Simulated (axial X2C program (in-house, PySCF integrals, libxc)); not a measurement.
# Working with the constants of PdB⁺

A bond curve at the PBE0 level, 2c, was computed with an axial X2C code built on PySCF integrals (basis Pd dyall-cv3z [12s12p8d5f3g], B dyall-v3z [7s6p2d1f] (cores contracted in-house)) for the state Ω = 0 (closed shell). Its fit gives Re = 1.7375 Å, ωe = 816.2 cm⁻¹, ωexe = 5.24 cm⁻¹ and αe = 4.714e-03 cm⁻¹; the masses are 105.9035 and 11.0093 u. Two-component means X2C with spin–orbit coupling and atomic mean-field Coulomb and Gaunt terms.

(1) Find the reduced mass, Be and the force constant.

(2) A Morse curve ties αe to the other constants (Pekeris). How well does that hold?

(3) Where do the fundamental and the first overtone lie?

(4) Give B0, the J = 1←0 line in GHz and the most populated J at 300 K (kT = 208.5 cm⁻¹).

(5) Estimate the centrifugal constant by the Kratzer relation.

Occupations by symmetry block were frozen at the best pattern of an incomplete PBE0 search.

## Answers

(1) From the PBE0 values: μ = 9.9726 u. Be = 16.8576/(μ Re²) = 0.5599 cm⁻¹. k = 5.8918×10⁻⁷ μ ωe² = 3.91 mdyn/Å.

(2) αe(Morse) = 6Be²/ωe × (√(ωexe/Be) − 1) = 4.746e-03 cm⁻¹; the PBE0 curve gives 4.714e-03 cm⁻¹, a ratio of 1.01.

(3) ν(1←0) = ωe − 2ωexe = 805.7 cm⁻¹; ν(2←0) = 2ωe − 6ωexe = 1601.0 cm⁻¹.

(4) B0 = Be − αe/2 = 0.5576 cm⁻¹; 2B0 = 33.43 GHz; J(max) ≈ √(kT/2B0) − 1/2 = 13.2, so J = 13.

(5) D = 4Be³/ωe² = 1.05e-06 cm⁻¹.
